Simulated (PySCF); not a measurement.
# Si²⁺ (silicon, charge +2): UHF calculation

Configuration: [Ne] 3s2, closed-shell 1S. Computed with PySCF 2.14 in aug-cc-pwCVDZ (6s5p3d, 36 functions), with no relativity, point nucleus.

* Total energy: -287.988634 hartree
* One-electron energy: -390.1714 hartree
* Hartree (Coulomb) energy: 121.9559 hartree
* Exchange energy: -19.7731 hartree
* Kinetic energy: 287.93935 hartree
* ⟨S²⟩: 0.0000
* ⟨L²⟩: 0.000
* Sum of ⟨r⟩: 8.542 bohr
* Sum of ⟨r²⟩: 12.01 bohr²
* Density at the nucleus (Gaussians lack the cusp): 1720 bohr⁻³
* Langevin diamagnetic susceptibility: -9.52 ×10⁻⁶ cm³/mol

```
shell  electrons  mean orbital energy (hartree)  rms radius, mean of both spins (bohr)
   1s          2                      -69.62997                                  0.129
   2s          2                       -6.95131                                  0.613
   2p          6                       -5.04653                                  0.599
   3s          2                       -1.18206                                   2.13
```
